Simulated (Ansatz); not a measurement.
C2H10NPSi (SMILES CN(C)[SiH2]P), singlet, geometry from GFN2-xTB, atoms displaced at random by about 0.03 Å a coordinate; PBE/STO-3G, gradient (Ansatz, a program for electronic structure).

The Ansatz input:
Ansatz 0.2 input:
```yaml
crystal:
  periodic: [false, false, false]
  atoms:
    - {symbol: Si, position_ang: [0.39181437, -0.82213944, 0.27548907]}
    - {symbol: P, position_ang: [1.71148015, 0.20682299, -1.23753503]}
    - {symbol: N, position_ang: [-0.95548780, 0.23407505, 0.53711660]}
    - {symbol: C, position_ang: [-1.30892031, 1.26419188, -0.34561223]}
    - {symbol: C, position_ang: [-1.92321765, -0.26863983, 1.46552073]}
    - {symbol: H, position_ang: [0.07384914, -2.14742996, -0.39159485]}
    - {symbol: H, position_ang: [0.93823003, -1.16136245, 1.57075234]}
    - {symbol: H, position_ang: [2.27188715, 1.14876377, -0.24520870]}
    - {symbol: H, position_ang: [2.73249694, -0.67536039, -0.98056732]}
    - {symbol: H, position_ang: [-2.22621829, 0.97352061, -0.93079869]}
    - {symbol: H, position_ang: [-0.47826065, 1.48784348, -1.02688844]}
    - {symbol: H, position_ang: [-1.60606868, 2.08451272, 0.24063069]}
    - {symbol: H, position_ang: [-2.40515647, 0.66199291, 2.01583240]}
    - {symbol: H, position_ang: [-2.82756976, -0.67059490, 0.93718079]}
    - {symbol: H, position_ang: [-1.61223591, -0.91011219, 2.13987047]}
basis:
  gaussian:
    orbitals: STO-3G
hamiltonian:
  xc: pbe
output: {forces: true}
```

The log (banner, timings and long lists left out):

```
Functional definition: PBE
548 factors; integrals over basis functions are off by at most 3.6e-5 eV
mean field evaluation 1: about -20635.0542 eV, gradient 2.3e1 eV
mean field evaluation 2: about -20634.3389 eV, gradient 2.8e1 eV
mean field evaluation 4: about -20636.7104 eV, gradient 9.0e-1 eV
mean field evaluation 8: about -20636.5974 eV, gradient 2.0e-2 eV
mean field -20636.59739475 eV, -758.3809662690 hartree, gradient 3.3e-5 eV, S^2 0.000000; 0 other end points of the search recorded, 0 dependent functions left out
the calculation of the forces begins
reference -20636.59742093 eV, -758.3809672312 hartree; 29, 29 occupied and 14, 14 virtual orbitals, 548 factors
Total energy: -20636.59742093 eV, -758.3809672312 hartree
Atom 0 at     0.391814    -0.822139     0.275489 Å, force     0.856383    -0.943997    -1.805686 eV/Å
Atom 1 at     1.711480     0.206823    -1.237535 Å, force    -0.536951     1.552226     1.184200 eV/Å
Atom 2 at    -0.955488     0.234075     0.537117 Å, force     3.120252    -2.865779     1.476113 eV/Å
Atom 3 at    -1.308920     1.264192    -0.345612 Å, force    -1.753396    -0.715203    -2.226904 eV/Å
Atom 4 at    -1.923218    -0.268640     1.465521 Å, force    -5.907821     7.172231    -3.364977 eV/Å
Atom 5 at     0.073849    -2.147430    -0.391595 Å, force    -0.016958     0.851116     0.587659 eV/Å
Atom 6 at     0.938230    -1.161362     1.570752 Å, force     0.196728    -0.061494     0.361139 eV/Å
Atom 7 at     2.271887     1.148764    -0.245209 Å, force    -0.519604    -0.795236    -0.894350 eV/Å
Atom 8 at     2.732497    -0.675360    -0.980567 Å, force     1.090689    -0.946006     0.145083 eV/Å
Atom 9 at    -2.226218     0.973521    -0.930799 Å, force     0.233693     0.320712    -0.456312 eV/Å
Atom 10 at    -0.478261     1.487843    -1.026888 Å, force     0.179921     0.327584    -0.261327 eV/Å
Atom 11 at    -1.606069     2.084513     0.240631 Å, force    -0.598133     2.788254     1.074856 eV/Å
Atom 12 at    -2.405156     0.661993     2.015832 Å, force     0.927108    -1.662152    -0.435846 eV/Å
Atom 13 at    -2.827570    -0.670595     0.937181 Å, force     0.088505    -0.521432     0.090794 eV/Å
Atom 14 at    -1.612236    -0.910112     2.139870 Å, force     2.639582    -4.500824     4.525560 eV/Å
Dipole moment:     0.049636    -0.046264     0.078591 e Å
```
